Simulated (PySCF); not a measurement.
[MoO3(NH2)]- (charge -1 and singlet state).
Bonds: Mo1–O2, Mo1–O3, Mo1–O4, Mo1–N5. Hydrogens: H6, H7 on N5.

Method: PySCF, PBE0-D3(BJ)/def2-SVP geometry optimisation, gas phase, def2 core potentials past Kr.

Problem. What internal coordinates does the optimisation give?

Solution. 
```json
{"bond": "Mo1–O2, Mo1–O3, Mo1–O4", "length (pm)": "172.1"}
{"bond": "Mo1–N5", "length (pm)": "200.4"}
{"bond": "N5–H6, N5–H7", "length (pm)": "101.7"}
```

Bonds in one row agree within 1 pm and their mean is given. A selection of angles:
```json
{"angle": "O2–Mo1–O3", "degrees": "110.3"}
{"angle": "O2–Mo1–N5", "degrees": "110.2"}
{"angle": "O3–Mo1–O4", "degrees": "113.1"}
{"angle": "O3–Mo1–N5", "degrees": "106.1"}
{"angle": "O4–Mo1–N5", "degrees": "107.1"}
{"angle": "Mo1–N5–H6", "degrees": "117.2"}
{"angle": "H6–N5–H7", "degrees": "108.5"}
```

N5 (nitrogen bonded to Mo and 2 H) is pyramidal (angles 118.5°, 117.2° and 108.5°, sum 344.2°, 0.29 Å off the plane of its three neighbours). All 3 Mo–O bonds measure 1.720 to 1.722 Å. Mo1 (molybdenum bonded to N and 3 O) is distorted tetrahedral (angles from 106.1° to 113.1°).

Point group: near Cs, missed by 0.15 Å at most; the miss may be what the optimiser left on a soft mode. Whether it is a minimum is left open (no frequencies). The geometry's basis has no diffuse functions, a weakness for an anion.

On one thread of an Arm Neoverse V1, shared host, this took 23 s of wall time and 0.37 GiB of memory at its peak. That covers the optimisation of the geometry.
